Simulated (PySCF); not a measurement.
Computed shifts of a molecule CH8OSi2, PBE/pcSseg-1 in PySCF, GIAO, gas phase, atoms alike by connectivity averaged where their shifts nearly agree, in ppm (number of nuclei): ²⁹Si: -13.0 (1), -39.1 (1). ¹³C: 1.1 (1). ¹H: 5.56 (2), 5.52 (3), 0.64 (3). References: ²⁹Si against TMS (σ = 335.4 ppm); ¹⁷O against H2O (σ = 334.3 ppm); ¹³C against TMS (σ = 182.0 ppm); ¹H against TMS (σ = 31.49 ppm), references at their B3LYP-D3(BJ)/def2-TZVP geometries, non-relativistic. Coordinates come from a PBE0-D3(BJ)/def2-SVP optimisation. The values are those of a single conformer.

Question: Which molecule gave these data?
A. C[Si@@H](O)[SiH3]
B. C[SiH2]O[SiH3]
C. OC[SiH2][SiH3]
D. [SiH3]CO[SiH3]

Answer: B, C[SiH2]O[SiH3]
